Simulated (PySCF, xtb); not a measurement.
Hf(OH)(NH2)3 (H7HfN3O), SMILES [NH2][Hf]([NH2])([NH2])[OH], multiplicity 1.

GFN2-xTB in xtb at its own geometry gives an orbital gap of 2.91 eV and a dipole moment of 1.16 D.

The structure is a stationary point at r2SCAN-D4/def2-SVP. The spin state was assumed, not searched. The structure was generated by enumeration; whether it is a known compound was not checked. The def2 effective core potentials stand for the cores of Hf; spin–orbit coupling is left out. The values are those of a single conformer.

What does HF/def2-TZVP in PySCF give? (An estimate is asked for; the answer gives what the named calculation found.)

gap 12.34 eV (levels -10.04 and 2.30 eV), dipole 0.69 D.
